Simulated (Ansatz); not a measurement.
Program: Ansatz. Geometries: PBE0-D4/def2-TZVP. ΔE: electronic, gas phase. CCSD(T)/CBS adds triple-zeta CCSD(T) − MP2 to the extrapolated MP2 energy (def2 sets, frozen cores). Functionals use def2-TZVPP. One conformer a species, not always the lowest.

`B[SiH2][SiH](N)F` + `F[SiH2]O[SiH2]F` → `N[SiH](F)[SiH2]F` + `B[SiH2]O[SiH2]F`  (redistribution)

**Question.** Is it downhill or uphill in electronic energy at CCSD(T)/CBS, and by how much? (An estimate is asked.)

**Answer.** Ansatz gave: Uphill: ΔE = +0.50 eV.

**Question.** What do these levels give: PBE0-D4, ωB97M-V, HF/def2-TZVPP, SCS-MP2/def2-TZVPP, CCSD/def2-TZVPP, SCS-MP2/def2-QZVPP? (Best estimate.)

**Answer.** The calculation gave: PBE0-D4 0.51, ωB97M-V 0.49, HF/def2-TZVPP 0.41, SCS-MP2/def2-TZVPP 0.48, CCSD/def2-TZVPP 0.49, SCS-MP2/def2-QZVPP 0.48 eV.

Largest T1 diagnostic among the species: 0.014.

In def2-TZVPP, CCSD(T) changes the Hartree–Fock value by +0.11 eV (the triples alone add +0.02 eV) and MP2 by +0.12 eV.
